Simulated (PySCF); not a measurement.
Cl₃H₃OSi₂, SMILES Cl[SiH2]O[SiH](Cl)Cl.

Geometry: B3LYP-D3(BJ)/def2-SVP. This is a generated structure with no PubChem entry under its InChIKey; it may be hypothetical. One conformer was computed; it need not be the lowest.

Level of theory: SMD-B3LYP/def2-SVP in PySCF.

Solvation free energies are E(SMD) − E(gas) at the gas-phase geometry, for 1 M in both phases. In vacuum the dipole moment is 0.92 D.

Computed solvation free energies in water, acetone, ethylethanoate:
| solvent | ΔG(solv) (kcal/mol) | its non-electrostatic (CDS) part | dipole (D) |
|---|---|---|---|
| water | 0.9 | 2.7 | 1.20 |
| acetone | -4.3 | -2.7 | 1.20 |
| ethylethanoate | -4.1 | -2.8 | 1.15 |
